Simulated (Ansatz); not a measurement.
Consider the formal exchange of groups at a C–C bond: `NC(=O)C[SeH]` + `[Cl][GeH3]` → `N[C](=O)[GeH2][Cl]` + `C[SeH]`.

Gas-phase electronic energies from Ansatz, PBE0-D4/def2-TZVP geometries. CCSD(T)/CBS is the MP2 limit (def2-TZVPP, def2-QZVPP) plus CCSD(T) − MP2 in def2-TZVPP, frozen cores. Functionals use def2-TZVPP. For Ge, Se outer-core shells are correlated without core-valence functions, which leaves a few kJ/mol of doubt a bond. Scalar relativity is left out up to krypton. One conformer a species, not always the lowest.

```csv
level,ΔE (kJ/mol),difference from CCSD(T)/CBS
PBE-D4,-10.4,-5.9
r2SCAN-D4,-7.2,-2.7
PBE0-D4,-4.0,0.5
ωB97M-V,-4.4,0.1
B2PLYP,-8.5,-4.0
r2SCAN,-7.4,-2.9
PBE0,-4.5,0.0
HF/CBS(def2),3.0,7.5
MP2/CBS(def2),-5.0,-0.5
CCSD/CBS(def2),-3.1,1.4
CCSD(T)/CBS,-4.5,0
```

Largest T1 diagnostic among the species: 0.014.

From PBE to PBE0 (25 % exact exchange), in def2-TZVPP and without D4, ΔE moves by +6.6 kJ/mol. In def2-TZVPP, CCSD(T) changes the Hartree–Fock value by −7.0 kJ/mol (the triples alone add −1.5 kJ/mol) and MP2 by −7.5 kJ/mol.

CCSD(T)/CBS has its own doubt, a few kJ/mol and more with outer-core shells, so smaller differences from it don't rank the levels.
